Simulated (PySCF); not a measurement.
BClGe2H6. Atoms are numbered in the order given.

```xyz
10

B     -0.3923    -0.2244     0.0005
Cl    -1.9218    -1.0895    -0.0061
Ge    -0.2459     1.5379    -1.0916
H      0.1970     1.1782    -2.5306
H     -1.5890     2.2929    -1.1851
H      0.8238     2.4874    -0.5085
Ge     1.1945    -1.0003     1.0948
H      1.2095    -0.3072     2.4790
H      1.0835    -2.5223     1.3246
H      2.5497    -0.6916     0.4201
```
Charge 0, spin multiplicity 1.

Geometry optimised at B3LYP-D3(BJ)/def2-SVP. The structure was generated by enumeration, and PubChem lists no compound with its InChIKey, so it may never have been made.

All values below come from TDA-M06-2X/def2-SVPD run with PySCF.

Vertical excitations. Gas-phase values at a fixed geometry.

| state | energy (eV) | λ (nm) | f | main pairs |
|---|---|---|---|---|
| S1 | 3.13 | 396 | 0.000 | HOMO→LUMO 98 % |
| S2 | 5.82 | 213 | 0.013 | HOMO−2→LUMO 77 %, HOMO−5→LUMO 13 % |
| S3 | 6.03 | 206 | 0.003 | HOMO−1→LUMO 83 %, HOMO−7→LUMO 14 % |
| S4 | 6.47 | 192 | 0.021 | HOMO→LUMO+1 62 %, HOMO→LUMO+2 18 %, HOMO−3→LUMO 11 % |
| S5 | 6.53 | 190 | 0.093 | HOMO−4→LUMO 88 % |
| S6 | 6.54 | 189 | 0.069 | HOMO−3→LUMO 76 % |
| S7 | 6.80 | 182 | 0.070 | HOMO→LUMO+2 39 %, HOMO−5→LUMO 24 %, HOMO→LUMO+1 18 %, HOMO→LUMO+4 10 % |
| S8 | 6.83 | 182 | 0.001 | HOMO−7→LUMO 81 %, HOMO−1→LUMO 14 % |
| S9 | 6.87 | 180 | 0.038 | HOMO−5→LUMO 58 %, HOMO→LUMO+2 17 %, HOMO−2→LUMO 10 % |
| S10 | 7.29 | 170 | 0.044 | HOMO−6→LUMO 83 % |
| T1 | 2.70 | 460 | 0 | HOMO→LUMO 98 % |
| T2 | 4.97 | 250 | 0 | HOMO−2→LUMO 61 %, HOMO−5→LUMO 33 % |
| T3 | 5.58 | 222 | 0 | HOMO−4→LUMO 51 %, HOMO−6→LUMO 44 % |
| T4 | 5.85 | 212 | 0 | HOMO−1→LUMO 79 %, HOMO−7→LUMO 15 % |
Triplets are in the Tamm–Dancoff approximation.
